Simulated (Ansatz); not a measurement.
H2O2Si, SMILES `O[Si]O` (excited triplet; H–O–Si–O torsion -92°, O–Si–O–H torsion -92°) (charge 0, multiplicity 3). This triplet is an excited state, 2.76 eV above the relaxed singlet at the level frozen-core CCSD(T)/cc-pVTZ // PBE0-D3(BJ)/def2-TZVP (Ansatz, a program for electronic structure).

Cartesian coordinates (Å):
```xyz
5

O      1.3881     0.0667     0.1486
Si    -0.0111    -0.7393    -0.2200
O     -1.3852     0.1233    -0.5528
H      1.9555     0.2541    -0.6037
H     -1.9473     0.2951     0.2073
```
Charge 0, spin multiplicity 3.

Frozen-core energies in cc-pVDZ from Ansatz at a geometry from PBE0-D3(BJ)/def2-TZVP; the HF reference has <S^2> = 2.01 and the T1 diagnostic is 0.018.

```json
[
 {"level": "HF", "energy (Ha)": "-439.80584"},
 {"level": "MP2", "energy (Ha)": "-440.24220"},
 {"level": "CCSD", "energy (Ha)": "-440.25772"}
]
```

**Question.** Estimate the energies of CCSD(T), CCSDT and CCSDT(Q), and give each level's difference from CCSDT(Q).

**Answer.** 
| level | energy (Ha) | difference from CCSDT(Q) (mHa) |
|---|---|---|
| MP2 | -440.24220 | 28.02 |
| CCSD | -440.25772 | 12.49 |
| CCSD(T) | -440.26810 | 2.12 |
| CCSDT | -440.26882 | 1.40 |
| CCSDT(Q) | -440.27022 | 0.00 |
